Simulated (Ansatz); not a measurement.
Gas-phase electronic energies from Ansatz, PBE0-D4/def2-TZVP geometries. CCSD(T)/CBS is the MP2 limit (def2-TZVPP, def2-QZVPP) plus CCSD(T) − MP2 in def2-TZVPP, frozen cores. This one scheme is used for every species. Functionals use def2-TZVPP. B3LYP here is the variant with VWN-RPA as its local correlation; programs differ in this. One conformer a species, not always the lowest.

Reaction (ligand exchange at the Si–N bond): `C=CN([SiH3])[SiH2]Cl` + `N=CS` → `[SiH3]/N=C\S` + `C=CN[SiH2]Cl`

(1) Is it downhill or uphill in electronic energy at CCSD(T)/CBS, and by how much? (Estimate.)

(2) What do these levels give: B3LYP-D4, r2SCAN, B3LYP, MP2/def2-TZVPP, CCSD(T)/def2-TZVPP, SCS-MP2/def2-QZVPP? (Estimate.)

Largest T1 diagnostic among the species: 0.015.

## Answers

(1) Ansatz gave: Nearly level: ΔE = +1.3 kJ/mol.

(2) Ansatz gave: B3LYP-D4 -8.4, r2SCAN -11.2, B3LYP -18.3, MP2/def2-TZVPP 2.5, CCSD(T)/def2-TZVPP 2.6, SCS-MP2/def2-QZVPP 0.2 kJ/mol.

The D4 term adds +10.0 kJ/mol with B3LYP and +5.3 kJ/mol with PBE0; it sums over pairs of atoms, weighted by their polarisabilities, and B3LYP, whose exchange is more repulsive, gets the larger term. From PBE to PBE0 (25 % exact exchange), in def2-TZVPP and without D4, ΔE moves by +5.8 kJ/mol. In def2-TZVPP, CCSD(T) changes the Hartree–Fock value by +14.1 kJ/mol (the triples alone add +0.6 kJ/mol) and MP2 by +14.0 kJ/mol.
